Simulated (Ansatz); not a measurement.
Ag₄H₄ (the lowest singlet isomer of a short search), 8 atoms. Hardware: 4 threads of Arm Neoverse V1 on a shared host.

In the def2 sets Ag takes a core potential; there is no spin–orbit coupling. Correlated methods freeze no core orbitals; core or outer-core shells of Ag are correlated, in sets that lack core-valence functions.

Task: How many basis functions does each of these Ansatz runs have, and roughly what does it cost? LDA (SPW92)/def2-TZVP, charge 0 singlet, energy, from earlier orbitals; BLYP-D4/def2-TZVP, charge 0 singlet, energy, from earlier orbitals; PBE0-D4/def2-TZVPD, charge 0 singlet, energy, from earlier orbitals; B2PLYP/def2-TZVP, charge 0 singlet, energy, from earlier orbitals; PBE-D4/def2-TZVP, charge 0 triplet at the geometry of the charge 0 singlet, energy, from earlier orbitals; r2SCAN-D4/def2-TZVP, charge 1 doublet at the geometry of the charge 0 singlet, energy, from earlier orbitals; PBE0-D4/def2-TZVP, charge 1 doublet at the geometry of the charge 0 singlet, energy, from earlier orbitals; PBE-D4/def2-TZVPD, charge -1 doublet at the geometry of the charge 0 singlet, energy, from earlier orbitals; PBE-D4/def2-TZVPD, charge 0 singlet, energy, from earlier orbitals; PBE0-D4/def2-SVP, charge -1 doublet at the geometry of the charge 0 singlet, energy with a search over starts; PBE0-D4/def2-TZVP, charge 0 singlet, energy and forces, from earlier orbitals; PBE-QIDH/def2-TZVP, charge 0 singlet, energy, from earlier orbitals.

Result: Other jobs shared the machine, so times can vary by a factor of up to 3. A dash marks memory too small to be measured apart from the calling script's.

| run | functions | fitting or Cholesky vectors | wall time | peak host memory (GiB) |
| --- | --- | --- | --- | --- |
| LDA (SPW92)/def2-TZVP, charge 0 singlet, energy, from earlier orbitals | 184 | 1588 | 1.6 s | – |
| PBE-D4/def2-TZVPD, charge 0 singlet, energy, from earlier orbitals | 196 | 1616 | 3.1 s | – |
| BLYP-D4/def2-TZVP, charge 0 singlet, energy, from earlier orbitals | 184 | 1588 | 3.3 s | – |
| PBE0-D4/def2-TZVPD, charge 0 singlet, energy, from earlier orbitals | 196 | 1748 | 4.6 s | 0.7 |
| PBE0-D4/def2-TZVP, charge 0 singlet, energy and forces, from earlier orbitals | 184 | 1752 | 6 s | 0.56 |
| PBE-D4/def2-TZVPD, charge -1 doublet at the geometry of the charge 0 singlet, energy, from earlier orbitals | 196 | 1616 | 6.5 s | – |
| PBE-QIDH/def2-TZVP, charge 0 singlet, energy, from earlier orbitals | 184 | 1752 | 8.5 s | 0.57 |
| B2PLYP/def2-TZVP, charge 0 singlet, energy, from earlier orbitals | 184 | 1752 | 8.5 s | 0.56 |
| PBE-D4/def2-TZVP, charge 0 triplet at the geometry of the charge 0 singlet, energy, from earlier orbitals | 184 | 1588 | 18 s | 0.59 |
| PBE0-D4/def2-SVP, charge -1 doublet at the geometry of the charge 0 singlet, energy with a search over starts | 144 | 1516 | 22 s | 0.72 |
| PBE0-D4/def2-TZVP, charge 1 doublet at the geometry of the charge 0 singlet, energy, from earlier orbitals | 184 | 1720 | 22 s | 1.3 |
| r2SCAN-D4/def2-TZVP, charge 1 doublet at the geometry of the charge 0 singlet, energy, from earlier orbitals | 184 | 1588 | 36 s | 0.72 |
